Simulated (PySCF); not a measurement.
C6H6P2.
Z-matrix (Å and degrees, PBE0-D3(BJ)/def2-SVP geometry), rows numbered from 1:
```
C 
C   1  1.3390
C   2  1.4747  1  127.19
C   3  1.3972  2  121.02  1     9.69
P   4  1.7325  3  130.78  2  -178.49
C   5  1.7410  4  102.81  3    -0.55
C   6  1.3852  5  127.97  4    -0.64
P   7  1.7376  6  129.10  5     0.80
H   1  1.0921  2  120.61  3   179.54
H   1  1.0936  2  122.74  3     0.17
H   2  1.0970  1  117.99  3  -178.70
H   4  1.0977  3  116.41  2     1.85
H   6  1.0975  5  114.77  4  -179.95
H   7  1.0980  6  117.09  5  -179.17
```

Computed with TDDFT CAM-B3LYP/def2-SVPD, vertical, gas phase, core orbitals frozen in the response in PySCF 2.14.0, density-fitted response routines.

Problem. List the vertical singlet excitations with oscillator strengths and describe the spectrum.

Solution. 

| state | E (eV) | ν̃ (cm⁻¹) | f | main configurations (H = HOMO, L = LUMO) |
| --- | --- | --- | --- | --- |
| S1 | 3.95 | 31850 | 0.023 | H→L+1 (62%), H-1→L (29%) |
| S2 | 4.20 | 33850 | 0.190 | H→L (88%) |
| S3 | 4.59 | 37040 | 0.025 | H-2→L (92%) |
| S4 | 4.79 | 38610 | 0.0019 | H-3→L (87%) |
| S5 | 4.96 | 39980 | 0.530 | H-1→L (65%), H→L+1 (28%) |
| S6 | 4.99 | 40280 | 0.0035 | H-2→L+1 (89%) |
| S7 | 5.24 | 42280 | 0.072 | H-1→L+1 (87%) |
| S8 | 5.30 | 42760 | 0.0014 | H-3→L+1 (94%) |
| S9 | 5.59 | 45080 | 0.0006 | H-5→L (94%) |
| S10 | 6.07 | 48920 | 0.0001 | H-5→L+1 (92%) |

Triplets (Tamm–Dancoff): T1 2.39 eV, H→L (86%); T2 3.14 eV, H→L+1 (74%), H-1→L (17%); T3 3.67 eV, H-1→L+1 (77%); T4 3.76 eV, H-2→L (72%), H-1→L (13%).

The lowest singlet comes at 314 nm (381 kJ/mol) in the ultraviolet; it is weak; its leading configuration is HOMO→LUMO+1 (62%). The most intense listed level is S5 at 4.96 eV (250 nm, f = 0.530), 1.01 eV above S1. Löwdin shares by element: HOMO phosphorus 39%, carbon 26% or more (atoms not listed hold the other 35%); LUMO phosphorus 53%, carbon 23% or more (atoms not listed hold the other 24%). Weighted by f, the mean energy of these states is 4.77 eV. The oscillator strengths of these states sum to 0.847; summed over the whole spectrum of an exact calculation they would give the number of electrons, 72 (Thomas–Reiche–Kuhn). Orbital energies (eV): HOMO-3 -9.45, HOMO-2 -9.23, HOMO-1 -8.69, HOMO -7.85, LUMO -1.35, LUMO+1 -0.87, LUMO+2 1.42. The vertical ionisation energy (ΔSCF) is 8.46 eV, 2.39 eV above S10. Singlets were solved by full linear response, triplets in the Tamm–Dancoff approximation.

The run took 4.1 min wall on one thread, Arm Neoverse V1 (aarch64), on a shared host, and the process peaked at 1.0 GiB of memory.

One conformer stands for the species.
